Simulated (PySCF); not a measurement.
**Deuteron quadrupole couplings in `C=CCCC(F)F`**

Species: C₅H₈F₂.
Geometry (GFN2-xTB, Å), atoms numbered from 1 in this order:
```
atom  x, y, z in Å
C1     2.0226    0.9860    0.2050
C2     1.3442    0.0303   -0.4010
C3     0.4060   -0.9126    0.2867
C4    -1.0108   -0.8238   -0.2886
C5    -1.6308    0.5306    0.0073
F6    -2.8294    0.6591   -0.6167
F7    -1.8837    0.6710    1.3326
H8     1.9408    1.1522    1.2666
H9     2.6925    1.6383   -0.3287
H10    1.4444   -0.1177   -1.4688
H11    0.3765   -0.6984    1.3562
H12    0.7681   -1.9350    0.1518
H13   -1.6497   -1.5931    0.1493
H14   -0.9973   -0.9554   -1.3719
H15   -0.9978    1.3765   -0.3019
```

Level: PBE0/pcSseg-1 (PySCF, non-relativistic); Q(2H) = 0.00286 b; rigid geometry, the same for H and D, with no vibrational averaging.

**Question.** Rank these positions by the coupling χzz of a deuteron there, largest first.
A. H10 (vinylic hydrogen)
B. H9 (vinylic hydrogen)
C. H15 (methine hydrogen)
D. H11 (methylene hydrogen)

**Answer.** B (227 kHz), A (217 kHz), D (202 kHz), C (178 kHz).

**Question.** What are Vzz, η and χzz (234.96 MHz × Q × Vzz) at all hydrogens?

**Answer.** 
```tsv
atom	bonded to	bond length (Å)	Vzz (au)	η	χzz (kHz)
H8	C1	1.078	0.3349	0.05	225
H9	C1	1.077	0.3380	0.05	227
H10	C2	1.083	0.3234	0.05	217
H11	C3	1.091	0.3008	0.02	202
H12	C3	1.093	0.3023	0.01	203
H13	C4	1.092	0.3018	0.03	203
H14	C4	1.091	0.3018	0.02	203
H15	C5	1.101	0.2645	0.04	178
```

**Question.** How does χzz go with the bond length over the 8 C–H bonds?

**Answer.** A straight-line fit has a slope of -18.6 kHz for each 0.01 Å, with a correlation coefficient of -0.98, over lengths from 1.077 to 1.101 Å. The longer bonds have the smaller couplings here.

**Question.** A static deuteron (I = 1) shows a doublet split by (3/2)χ, (3/4)χ(1 + η) and (3/4)χ(1 − η) with the field along z, y and x of the gradient. What are these for H10?

**Answer.** With |χ| = 217.3 kHz and η = 0.055: 326, 172 and 154 kHz, to first order and without motion.

Geometry: GFN2-xTB, one conformer, isolated molecule. GFN2-xTB bond lengths can be off by several hundredths of an ångström, more for odd bonds, and the gradients follow them. With so small a basis the couplings can be 20 % off.
